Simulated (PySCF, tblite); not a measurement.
Isomers of C4H3ClO3S, one GFN2-xTB conformer each. Single-point energies are computed at PBE0/pcSseg-1 (PySCF, gas phase, no added dispersion term), electronic only.

Task: Rank them by PBE0/pcSseg-1 energy, lowest first (kcal/mol).
A. `[O:1]=[S:2](=[O:3])([Cl:4])[c:5]1[cH:6][cH:7][cH:8][o:9]1` with O1–S2–C5–C6 -12°
B. `[O:1]=[S:2](=[O:3])([Cl:4])[c:5]1[cH:6][cH:7][o:8][cH:9]1` with O1–S2–C5–C6 160°

Result: B (0.0), A (3.4).

GFN2-xTB itself gives, in the same order: 0.0, 4.4. Both levels put the same isomer lowest.

Task: Which frontier levels, dipoles and rotational constants go with these structures?

Result: 
```json
{"SMILES": "O=S(=O)(Cl)c1ccoc1", "HOMO (eV, PBE0/pcSseg-1)": "-7.89", "LUMO (eV)": "-1.80", "dipole (D)": "4.37", "A, B, C (MHz)": "2301, 848.4, 826.2"}
{"SMILES": "O=S(=O)(Cl)c1ccco1", "HOMO (eV, PBE0/pcSseg-1)": "-7.94", "LUMO (eV)": "-1.98", "dipole (D)": "5.14", "A, B, C (MHz)": "2290, 894.0, 849.6"}
```

Task: What happens when harmonic zero-point energies from GFN2-xTB frequencies are added?

Result: 
```json
{"SMILES": "O=S(=O)(Cl)c1ccoc1", "ZPE (kcal/mol)": "43.3", "electronic (kcal/mol)": "0.0", "with ZPE (kcal/mol)": "0.0"}
{"SMILES": "O=S(=O)(Cl)c1ccco1", "ZPE (kcal/mol)": "43.2", "electronic (kcal/mol)": "3.4", "with ZPE (kcal/mol)": "3.3"}
```

The zero-point energies span 0.1 kcal/mol. The order is unchanged.
